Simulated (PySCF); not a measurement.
CH4ClFOSi, SMILES [Si](Cl)(C)(F)O.

Geometry: PBE-D3(BJ)/def2-SVP. This is a generated structure with no PubChem entry under its InChIKey; it may be hypothetical. The values are those of a single conformer.

All values below come from PBE-D3(BJ)/def2-SVP (PySCF 2.14.0).

Frequencies are harmonic and unscaled.

Q: Give all harmonic wavenumbers and intensities. (An estimate is asked for; the answer gives what the named calculation found.)

A: 
| mode | ν (cm⁻¹) | IR (km/mol) | moving atoms (share of kinetic energy) |
|---|---|---|---|
| 1 | 115 | 1.2 | H 97 % |
| 2 | 158 | 10.5 | H 34 %, C 22 %, Cl 18 %, F 13 %, O 11 % |
| 3 | 190 | 6.4 | F 23 %, H 22 %, O 21 %, C 18 %, Cl 13 % |
| 4 | 243 | 11.6 | H 42 %, Si 16 %, F 14 %, C 12 %, O 9 % |
| 5 | 261 | 22.5 | F 31 %, H 27 %, Cl 18 %, Si 13 % |
| 6 | 299 | 54.5 | O 27 %, H 25 %, Cl 16 %, Si 12 %, F 12 % |
| 7 | 324 | 67.7 | O 37 %, F 25 %, H 17 %, Si 12 % |
| 8 | 511 | 67.4 | Cl 39 %, Si 31 %, C 10 % |
| 9 | 704 | 45.1 | C 35 %, H 27 %, Si 22 %, F 10 % |
| 10 | 745 | 34.6 | H 66 %, O 19 %, C 13 % |
| 11 | 767 | 29.0 | H 64 %, C 21 % |
| 12 | 820 | 257.8 | H 57 %, Si 17 %, O 12 %, C 9 % |
| 13 | 891 | 139.8 | Si 40 %, F 25 %, H 24 % |
| 14 | 945 | 136.7 | Si 48 %, O 30 %, F 11 %, H 10 % |
| 15 | 1231 | 37.8 | H 76 %, C 23 % |
| 16 | 1375 | 5.3 | H 96 % |
| 17 | 1377 | 3.0 | H 96 % |
| 18 | 2991 | 0.1 | H 97 % |
| 19 | 3094 | 0.3 | H 91 %, C 9 % |
| 20 | 3100 | 0.1 | H 91 %, C 9 % |
| 21 | 3766 | 91.3 | H 94 % |
